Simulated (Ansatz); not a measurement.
Ansatz (a first-principles code) input (B3LYP-D3(BJ)/def2-TZVP):

Ansatz 0.2 input:
```yaml
crystal:
  periodic: [false, false, false]
  atoms:
    - {symbol: K, position_ang: [-0.00000000, -0.00000000, -1.34814124]}
    - {symbol: Cl, position_ang: [0.00000000, 0.00000000, 1.50674609]}
basis:
  gaussian:
    orbitals: def2-TZVP
hamiltonian:
  xc: b3lyp
  dispersion: d3bj
total_charge: -1
magnetization: {spin_polarized: true, initial_magnetization: 1}
phonons: {temperatures: {t_min: 298.15, t_max: 298.15, t_step: 100}}
```

Output:

```
Functional definition: B3LYP
integrals: 0.02 GiB planned
585 factors; integrals over basis functions are off by at most 3.9e-4 eV
mean field: 0.28 GiB planned
mean field evaluation 1: about -28844.6034 eV, gradient 2.9e1 eV
mean field evaluation 2: about -28844.5319 eV, gradient 3.8e1 eV
mean field evaluation 4: about -28851.2650 eV, gradient 5.7e-1 eV
mean field evaluation 8: about -28851.2788 eV, gradient 3.8e-2 eV
mean field evaluation 16: about -28851.2788 eV, gradient 5.4e-5 eV
mean field -28851.27877553 eV, -1060.2649389016 hartree, gradient 5.4e-5 eV, S^2 0.750063; 0 other end points of the search recorded, 0 dependent functions left out
the calculation of the forces begins
reference -28851.27893496 eV, -1060.2649447606 hartree; 19, 18 occupied and 51, 52 virtual orbitals, 585 factors
these checks for a lower state are left out or cut short: stability, starts, cluster_reference, orbital_swaps, neighbouring_geometries, increment
integrals: 0.02 GiB planned
585 factors; integrals over basis functions are off by at most 3.9e-4 eV
mean field: 0.28 GiB planned
mean field -28851.27877554 eV, -1060.2649389018 hartree, gradient 5.0e-7 eV, S^2 0.750063; 0 other end points of the search recorded, 0 dependent functions left out
the calculation of the forces begins
reference -28851.27893497 eV, -1060.2649447607 hartree; 19, 18 occupied and 51, 52 virtual orbitals, 585 factors
these checks for a lower state are left out or cut short: stability, starts, cluster_reference, orbital_swaps, neighbouring_geometries, increment
integrals: 0.02 GiB planned
585 factors; integrals over basis functions are off by at most 3.9e-4 eV
mean field: 0.28 GiB planned
mean field -28851.27877554 eV, -1060.2649389018 hartree, gradient 5.0e-7 eV, S^2 0.750063; 0 other end points of the search recorded, 0 dependent functions left out
the calculation of the forces begins
reference -28851.27893497 eV, -1060.2649447607 hartree; 19, 18 occupied and 51, 52 virtual orbitals, 585 factors
these checks for a lower state are left out or cut short: stability, starts, cluster_reference, orbital_swaps, neighbouring_geometries, increment
integrals: 0.02 GiB planned
585 factors; integrals over basis functions are off by at most 3.9e-4 eV
mean field: 0.28 GiB planned
mean field evaluation 32: about -28851.2724 eV, gradient 7.5e-2 eV
mean field -28851.27877554 eV, -1060.2649389018 hartree, gradient 5.0e-7 eV, S^2 0.750063; 0 other end points of the search recorded, 0 dependent functions left out
the calculation of the forces begins
reference -28851.27893497 eV, -1060.2649447607 hartree; 19, 18 occupied and 51, 52 virtual orbitals, 585 factors
these checks for a lower state are left out or cut short: stability, starts, cluster_reference, orbital_swaps, neighbouring_geometries, increment
integrals: 0.02 GiB planned
585 factors; integrals over basis functions are off by at most 3.9e-4 eV
mean field: 0.28 GiB planned
mean field -28851.27877554 eV, -1060.2649389018 hartree, gradient 5.0e-7 eV, S^2 0.750063; 0 other end points of the search recorded, 0 dependent functions left out
the calculation of the forces begins
reference -28851.27893497 eV, -1060.2649447607 hartree; 19, 18 occupied and 51, 52 virtual orbitals, 585 factors
these checks for a lower state are left out or cut short: stability, starts, cluster_reference, orbital_swaps, neighbouring_geometries, increment
integrals: 0.02 GiB planned
585 factors; integrals over basis functions are off by at most 3.9e-4 eV
mean field: 0.28 GiB planned
mean field -28851.27875489 eV, -1060.2649381430 hartree, gradient 2.3e-6 eV, S^2 0.750063; 0 other end points of the search recorded, 0 dependent functions left out
the calculation of the forces begins
reference -28851.27891424 eV, -1060.2649439990 hartree; 19, 18 occupied and 51, 52 virtual orbitals, 585 factors
these checks for a lower state are left out or cut short: stability, starts, cluster_reference, orbital_swaps, neighbouring_geometries, increment
integrals: 0.02 GiB planned
585 factors; integrals over basis functions are off by at most 3.9e-4 eV
mean field: 0.28 GiB planned
mean field -28851.27877787 eV, -1060.2649389877 hartree, gradient 2.2e-6 eV, S^2 0.750063; 0 other end points of the search recorded, 0 dependent functions left out
the calculation of the forces begins
reference -28851.27893738 eV, -1060.2649448496 hartree; 19, 18 occupied and 51, 52 virtual orbitals, 585 factors
these checks for a lower state are left out or cut short: stability, starts, cluster_reference, orbital_swaps, neighbouring_geometries, increment
integrals: 0.02 GiB planned
585 factors; integrals over basis functions are off by at most 3.9e-4 eV
mean field: 0.28 GiB planned
mean field evaluation 64: about -28851.2788 eV, gradient 2.8e-6 eV
mean field -28851.27877554 eV, -1060.2649389018 hartree, gradient 5.0e-7 eV, S^2 0.750063; 0 other end points of the search recorded, 0 dependent functions left out
the calculation of the forces begins
reference -28851.27893497 eV, -1060.2649447607 hartree; 19, 18 occupied and 51, 52 virtual orbitals, 585 factors
these checks for a lower state are left out or cut short: stability, starts, cluster_reference, orbital_swaps, neighbouring_geometries, increment
integrals: 0.02 GiB planned
585 factors; integrals over basis functions are off by at most 3.9e-4 eV
mean field: 0.28 GiB planned
mean field -28851.27877554 eV, -1060.2649389018 hartree, gradient 5.0e-7 eV, S^2 0.750063; 0 other end points of the search recorded, 0 dependent functions left out
the calculation of the forces begins
reference -28851.27893497 eV, -1060.2649447607 hartree; 19, 18 occupied and 51, 52 virtual orbitals, 585 factors
these checks for a lower state are left out or cut short: stability, starts, cluster_reference, orbital_swaps, neighbouring_geometries, increment
integrals: 0.02 GiB planned
585 factors; integrals over basis functions are off by at most 3.9e-4 eV
mean field: 0.28 GiB planned
mean field -28851.27877554 eV, -1060.2649389018 hartree, gradient 5.0e-7 eV, S^2 0.750063; 0 other end points of the search recorded, 0 dependent functions left out
the calculation of the forces begins
reference -28851.27893497 eV, -1060.2649447607 hartree; 19, 18 occupied and 51, 52 virtual orbitals, 585 factors
these checks for a lower state are left out or cut short: stability, starts, cluster_reference, orbital_swaps, neighbouring_geometries, increment
integrals: 0.02 GiB planned
585 factors; integrals over basis functions are off by at most 3.9e-4 eV
mean field: 0.28 GiB planned
mean field -28851.27877554 eV, -1060.2649389018 hartree, gradient 5.0e-7 eV, S^2 0.750063; 0 other end points of the search recorded, 0 dependent functions left out
the calculation of the forces begins
reference -28851.27893497 eV, -1060.2649447607 hartree; 19, 18 occupied and 51, 52 virtual orbitals, 585 factors
these checks for a lower state are left out or cut short: stability, starts, cluster_reference, orbital_swaps, neighbouring_geometries, increment
integrals: 0.02 GiB planned
585 factors; integrals over basis functions are off by at most 3.9e-4 eV
mean field: 0.28 GiB planned
mean field -28851.27877787 eV, -1060.2649389877 hartree, gradient 2.2e-6 eV, S^2 0.750063; 0 other end points of the search recorded, 0 dependent functions left out
the calculation of the forces begins
reference -28851.27893738 eV, -1060.2649448496 hartree; 19, 18 occupied and 51, 52 virtual orbitals, 585 factors
these checks for a lower state are left out or cut short: stability, starts, cluster_reference, orbital_swaps, neighbouring_geometries, increment
integrals: 0.02 GiB planned
585 factors; integrals over basis functions are off by at most 3.9e-4 eV
mean field: 0.28 GiB planned
mean field evaluation 96: about -28851.2788 eV, gradient 1.9e-2 eV
mean field -28851.27875489 eV, -1060.2649381430 hartree, gradient 2.3e-6 eV, S^2 0.750063; 0 other end points of the search recorded, 0 dependent functions left out
the calculation of the forces begins
reference -28851.27891424 eV, -1060.2649439990 hartree; 19, 18 occupied and 51, 52 virtual orbitals, 585 factors
Total energy: -28851.33064925 eV, -1060.2668452255 hartree
Atom 0 at    -0.000000    -0.000000    -1.348141 Å, force    -0.000000    -0.000000     0.000385 eV/Å
Atom 1 at     0.000000     0.000000     1.506746 Å, force     0.000000    -0.000000    -0.000385 eV/Å
Dipole moment:     0.000000     0.000000     0.049145 e Å
Vibrations: 207.35 cm⁻¹, zero-point energy 0.012854 eV
```
